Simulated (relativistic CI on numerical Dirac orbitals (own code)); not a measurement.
**Ni2+: 2p photoemission**

Computed with this model: Dirac-Coulomb-Breit CI, separate exchange-only KLI orbitals for each configuration, model QED, valence Slater integrals scaled by 0.9, multiplet model of photoemission in the sudden approximation; configurations [Ar] 3d8 → [He] 2s2 2p5 3s2 3p6 3d8; 80 K; Lorentzian 0.35 eV and Gaussian 0.6 eV FWHM. Energies are those of the free ion, without screening or charge transfer. The energies are binding energies and can lie tens of eV above those of solids. S is read from ⟨S²⟩ = S(S + 1).

Field parameters in Wybourne normalisation: Oh B⁴₀ = 21Dq, B⁴₄ = √(5/14) B⁴₀. The field is a parameter set, without covalency.

Computed curve for free ion, scaled to 100 at the maximum (points under 2 are left out and the grid is thinned):

(Energy (eV), Intensity): (886.0, 2.1), (886.4, 3.4), (886.7, 5.7), (887.1, 17.3), (887.5, 60.8), (887.9, 76.5), (888.2, 44.0), (888.6, 31.9), (889.0, 33.0), (889.4, 32.7), (889.7, 42.8), (890.1, 60.8), (890.5, 53.3), (890.9, 23.3), (891.2, 11.3), (891.6, 5.5), (892.0, 4.3), (892.4, 6.5), (892.7, 15.1), (893.1, 37.4), (893.5, 30.2), (893.9, 10.2), (894.2, 6.9), (894.6, 7.3), (895.0, 4.5), (905.9, 2.1), (906.2, 3.4), (906.6, 9.1), (907.0, 17.3), (907.4, 33.9), (907.7, 75.7), (908.1, 92.7), (908.5, 33.1), (908.9, 8.9), (909.2, 4.8), (909.6, 3.3), (910.0, 5.2), (910.4, 7.8), (910.7, 5.4), (911.1, 2.2)

The ground state has S = 1.00, and the centroid lies at 895.85 eV.
